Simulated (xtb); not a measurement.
A geometry relaxed with xtb with GFN2-xTB, charge 0, multiplicity 1:

```xyz
6

H      1.8469     0.2831     0.2888
C     -0.4548    -0.0164     0.0101
F     -0.5717     1.1818    -0.5891
F     -1.3823    -0.8211    -0.5124
S      1.2094    -0.7369    -0.2836
H     -0.6474     0.1096     1.0862
```

Q: Write the SMILES of this molecule.

A: `FC(F)S`
